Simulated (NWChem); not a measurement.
Species: CH2ClNOSi; SMILES O=C=N[SiH2]Cl

```xyz
7

Si    -0.8814    -0.6896     0.0410
Cl     0.7433    -1.9553    -0.0177
N     -0.3500     0.9341    -0.0332
C      0.1331     2.0313    -0.0196
O      0.5883     3.1038    -0.0142
H     -1.6012    -0.9057     1.3200
H     -1.7385    -0.9668    -1.1369
```
Atoms are numbered in this order, from 1.

Results from NWChem. Geometry: optimised at PBE0/def2-SVP. Level: PBE/def2-SVP with SMD (1 M gas to 1 M solution), gas-phase geometry. Reactions with the solvent are ignored.

| solvent | dielectric constant | solvation free energy (kcal/mol) | cavity-dispersion-structure term (kcal/mol) | dipole in solution (D) |
|---|---|---|---|---|
| water | 78.4 | 3.5 | 5.8 | 2.09 |
| ethylene glycol | 40.2 | 3.8 | 6.1 | 2.08 |
| 1,4-dioxane | 2.21 | -1.4 | -0.6 | 1.74 |
| acetonitrile | 35.7 | -1.5 | 0.1 | 1.94 |
